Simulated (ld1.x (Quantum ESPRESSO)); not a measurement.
**Building the TM potential for manganese (Mn) (BLYP, fully relativistic).**

The input file (ld1.x (Quantum ESPRESSO) 7.5):

```
&input
   title='Mn', zed=25., rel=2, dft='BLYP', iswitch=3,
   config='[Ar] 3d5.5 4s1.5 4p0', rel_dist='average',
   nld=5, rlderiv=4.30, eminld=-2.0, emaxld=5.0, deld=0.02
 /
 &inputp
   pseudotype=2, tm=.true., lloc=0,
   nlcc=.true., new_core_ps=.true.,
   file_pseudopw='Mn.UPF', file_wfcaegen='ae.wfc', file_wfcncgen='nc.wfc', file_beta='beta', file_chi='chi'
 /
3
4P  2  1   0.00   0.00  3.95  3.95  0.0
3D  3  2   5.50   0.00  0.95  0.95  0.0
4S  1  0   1.50   0.00  2.50  2.50  0.0
 &test
   configts(1)='3d5.5 4s1.5 4p0'
 /
```

Command:

```bash
ld1.x < Mn.in > Mn.out
```

The program printed (shortened: banner, matrices, multipoles, cross overlaps and the repeated all-electron block are left out):

```
Program LD1 v.7.5
     --------------------------- All-electron run ----------------------------

     Mn
     dirac relativistic calculation

     atomic number is 25.00
     dft =BLYP   lsd =0 sic =0 latt =0  beta=0.20 tr2=1.0E-14
     Exchange-correlation= BLYP
                           (   1   3   1   3   0   0   0)
     mesh =1187 r(mesh) = 100.09544 a.u. xmin = -7.00 dx = 0.01250
     1 Ry =  13.60569312 eV, c = 137.03599908

     n l j   nl                  e(Ry)          e(Ha)          e(eV)
     Spin orbit split results
     1 0 0.5 1S 1( 2.00)      -472.4597      -236.2298     -6428.1411
     2 0 0.5 2S 1( 2.00)       -54.4737       -27.2368      -741.1523
     2 1 0.5 2P 1( 2.00)       -46.6447       -23.3223      -634.6329
     2 1 1.5 2P 1( 4.00)       -45.8770       -22.9385      -624.1887
     3 0 0.5 3S 1( 2.00)        -6.1196        -3.0598       -83.2612
     3 1 0.5 3P 1( 2.00)        -3.8944        -1.9472       -52.9866
     3 1 1.5 3P 1( 4.00)        -3.8014        -1.9007       -51.7207
     3 2 1.5 3D 1( 2.20)        -0.3580        -0.1790        -4.8714
     3 2 2.5 3D 1( 3.30)        -0.3499        -0.1749        -4.7603
     4 0 0.5 4S 1( 1.50)        -0.3331        -0.1665        -4.5316
     4 1 0.5 4P 1( 0.00)        -0.0810        -0.0405        -1.1024
     4 1 1.5 4P 1( 0.00)        -0.0787        -0.0393        -1.0701
     Averaged results
     1 0     1S 1( 2.00)      -472.4597      -236.2298     -6428.1411
     2 0     2S 1( 2.00)       -54.4737       -27.2368      -741.1523
     2 1     2P 1( 6.00)       -46.1329       -23.0665      -627.6701
     3 0     3S 1( 2.00)        -6.1196        -3.0598       -83.2612
     3 1     3P 1( 6.00)        -3.8324        -1.9162       -52.1426
     3 2     3D 1( 5.50)        -0.3531        -0.1766        -4.8047
     4 0     4S 1( 1.50)        -0.3331        -0.1665        -4.5316
     4 1     4P 1( 0.00)        -0.0794        -0.0397        -1.0809

     final scf error:  3.5E-15 reached in  30 iterations

     Etot =   -2317.290393 Ry,   -1158.645197 Ha,  -31528.341965 eV

     Ekin =    2347.093265 Ry,    1173.546633 Ha,   31933.830696 eV
     Encl =   -5539.251630 Ry,   -2769.625815 Ha,  -75365.357812 eV
     Eh   =     979.602584 Ry,     489.801292 Ha,   13328.172142 eV
     Exc  =    -104.734612 Ry,     -52.367306 Ha,   -1424.986992 eV

     normalization and overlap integrals

     s(1S/1S) =  1.000000  <r> =   0.0609  <r2> =    0.0050  r(max) =   0.0400
     s(2S/2S) =  1.000000  <r> =   0.2793  <r2> =    0.0922  r(max) =   0.2331
     s(2P/2P) =  1.000000  <r> =   0.2451  <r2> =    0.0740  r(max) =   0.1861
     s(2P/2P) =  1.000000  <r> =   0.2480  <r2> =    0.0756  r(max) =   0.1885
     s(3S/3S) =  1.000000  <r> =   0.8538  <r2> =    0.8426  r(max) =   0.7361
     s(3P/3P) =  1.000000  <r> =   0.9024  <r2> =    0.9630  r(max) =   0.7454
     s(3P/3P) =  1.000000  <r> =   0.9118  <r2> =    0.9832  r(max) =   0.7547
     s(3D/3D) =  1.000000  <r> =   1.2924  <r2> =    2.3269  r(max) =   0.7642
     s(3D/3D) =  1.000000  <r> =   1.3012  <r2> =    2.3625  r(max) =   0.7642
     s(4S/4S) =  1.000000  <r> =   3.2023  <r2> =   11.9923  r(max) =   2.5693
     s(4P/4P) =  1.000000  <r> =   4.9115  <r2> =   29.3405  r(max) =   3.6460
     s(4P/4P) =  1.000000  <r> =   4.9730  <r2> =   30.0795  r(max) =   3.6918

     ------------------------ End of All-electron run ------------------------

     --------------------- Generating NC pseudopotential ---------------------

      Generating local pot.: lloc=0, matching radius rcloc =   2.5000

      Computing core charge for nlcc:

       r > 1.04 : true rho core
      Core charge pseudized with two Bessel functions
      Integrated core pseudo-charge :  10.43

     Fully relativistic calculation: |psi|^2

     Wfc 4P LC norm =  0.99998894 SC norm =  0.00001101 missing  0.00000005

     Wfc 4P LC norm =  0.99998921 SC norm =  0.00000936 missing  0.00000143

     Wfc 3D LC norm =  0.99984374 SC norm =  0.00015625 missing  0.00000000

     Wfc 3D LC norm =  0.99984509 SC norm =  0.00015485 missing  0.00000007

      Wfc   4P  rcut= 3.979  Using Troullier-Martins method

      Wfc   4P  rcut= 3.979  Using Troullier-Martins method

      Wfc   3D  rcut= 0.957  Using Troullier-Martins method

      Wfc   3D  rcut= 0.957  Using Troullier-Martins method

     ------------------- End of pseudopotential generation -------------------

     Computing logarithmic derivative in   4.31628
     Computing logarithmic derivative in   4.31628
     Computing the partial wave expansion
       no projector for channel:   0
     R is outside the sphere for l=    1 j= 0.50
     R is outside the sphere for l=    1 j= 1.50
     R is outside the sphere for l=    2 j= 1.50
     R is outside the sphere for l=    2 j= 2.50

     ---------------------- Testing the pseudopotential ----------------------

     Mn
     dirac relativistic calculation

     atomic number is 25.00   valence charge is  7.00
     dft =BLYP   lsd =0 sic =0 latt =0  beta=0.20 tr2=1.0E-14
     mesh =1187 r(mesh) = 100.09544 xmin = -7.00 dx = 0.01250

     n l  j  nl             e AE (Ry)       e PS (Ry)    De AE-PS (Ry)
     3 2 1.5 3D   1( 2.20)       -0.35804       -0.35788       -0.00015
     3 2 2.5 3D   1( 3.30)       -0.34988       -0.34992        0.00004
     1 0 0.5 4S   1( 1.50)       -0.33306       -0.33306        0.00000
     2 1 0.5 4P   1( 0.00)       -0.08102       -0.08102       -0.00000
     2 1 1.5 4P   1( 0.00)       -0.07865       -0.07865        0.00000

     eps = 9.7E-16  iter =  9

     Etot =   -2317.290393 Ry,   -1158.645197 Ha,  -31528.341965 eV
     Etotps =   -49.969144 Ry,     -24.984572 Ha,    -679.864843 eV

     Ekin =      60.678074 Ry,      30.339037 Ha,     825.567253 eV
     Encl =     -41.468782 Ry,     -20.734391 Ha,    -564.211517 eV
     Ehrt =      28.655508 Ry,      14.327754 Ha,     389.878053 eV
     Ecxc =     -30.168097 Ry,     -15.084048 Ha,    -410.457870 eV
     (Ecc =     -19.617312 Ry,      -9.808656 Ha,    -266.907129 eV)
     Epseu=     -67.665848 Ry,     -33.832924 Ha,    -920.640763 eV

     ---------------------- End of pseudopotential test ----------------------
```

Generation and configuration tests took about 2 s on one core of a shared server CPU.
